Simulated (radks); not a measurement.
Valence configurations of Si I (all share [Ne]). All-electron calculation, Dirac Kohn-Sham, PBE, spin-unpolarised, spherical densities, finite nucleus; open shells are shared between the two j in proportion to 2j + 1; Fermi nuclear charge, rms radius 3.1224 fm. Program: a radial shooting solver on a logarithmic mesh with Libxc functionals. Order these by energy: 3s1 3p3; 3s1.5 3p2.5; 3s0.5 3p3.5; 3s2 3p2; 3p4.

Answer. From the lowest, in eV above it: 3s2 3p2 0.000; 3s1.5 3p2.5 3.387; 3s1 3p3 6.814; 3s0.5 3p3.5 10.279; 3p4 13.778. NIST lists [Ne] 3s2 3p2 as the ground configuration; this level of theory agrees among the configurations tried. The energies are those of spherical spin-averaged densities, not of single terms.
